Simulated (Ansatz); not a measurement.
One change: `C[BH][GeH3]` becomes `C[BH][SbH2]`.

Ansatz, PBE0-D4/def2-TZVP geometries, multiplicity 1. 

Elements past krypton have def2 core potentials. Scalar relativity is left out up to krypton.

| property | `C[BH][GeH3]` |
| --- | --- |
| size of the dipole moment (ωB97M-V/def2-TZVPP) / D | 1.37 |
| HOMO–LUMO gap (PBE/def2-TZVPP) / eV | 3.93 |
| LUMO energy (PBE/def2-TZVPP) / eV | -2.73 |
| HOMO–LUMO gap (ωB97M-V/def2-TZVPP) / eV | 10.19 |
| HOMO energy (PBE/def2-TZVPP) / eV | -6.66 |
| zero-point energy (PBE0-D4/def2-TZVP) / kJ/mol | 186.1 |

Q: Give the same properties after the change, and the shifts. (Estimate.)

A: Ansatz gave: 
| property | `C[BH][SbH2]` | shift |
| --- | --- | --- |
| size of the dipole moment (ωB97M-V/def2-TZVPP) / D | 1.21 | -0.16 |
| HOMO–LUMO gap (PBE/def2-TZVPP) / eV | 3.28 | -0.65 |
| LUMO energy (PBE/def2-TZVPP) / eV | -2.55 | 0.18 |
| HOMO–LUMO gap (ωB97M-V/def2-TZVPP) / eV | 9.15 | -1.04 |
| HOMO energy (PBE/def2-TZVPP) / eV | -5.83 | 0.83 |
| zero-point energy (PBE0-D4/def2-TZVP) / kJ/mol | 162.1 | -24.0 |

With PBE0 the HOMO rises by 1.04 eV and the LUMO rises by 0.14 eV, so the gap narrows by about 0.90 eV. PBE moves the HOMO by 0.83 eV and ωB97M-V by 1.15 eV. The zero-point energy changes by -24.0 kJ/mol with -3 modes. Dipoles are sizes alone; their direction can turn.
